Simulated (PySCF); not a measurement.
## Working out the ionisation energy of Kr⁺

Kr⁺ [Ar] 3d10 4s2 4p5 (2P) → Kr²⁺ [Ar] 3d10 4s2 4p4 (3P). Computed with PySCF 2.14 in cc-pVTZ-DK (6s5p3d1f, 43 functions), with scalar relativity by spin-free X2C-1e. Frozen: [Ar] 3d10. Energies in hartree (1 hartree = 27.21139 eV):

| part | Kr⁺ (lower) | Kr²⁺ (upper) |
| --- | --- | --- |
| UHF | -2787.693426 | -2786.839788 |
| CCSD correlation | -0.157013 | -0.126889 |
| (T) | -0.003944 | -0.002916 |

Q: What does Hartree-Fock give?

A: (-2786.839788) − (-2787.693426) = 0.853638 hartree = 23.229 eV.

Q: What do CCSD and CCSD(T) give?

A: The CCSD correlation energies differ by 0.030124 hartree = 0.820 eV and the triples by 0.001028 hartree = 0.028 eV, so CCSD gives 24.049 eV and CCSD(T) 24.077 eV.

Reference: 24.360 eV (measured; NIST Atomic Spectra Database, ionization energies), between the lowest levels; spin-orbit coupling is absent from the calculation.

What remains against the reference includes basis incompleteness, the frozen core and higher excitations.
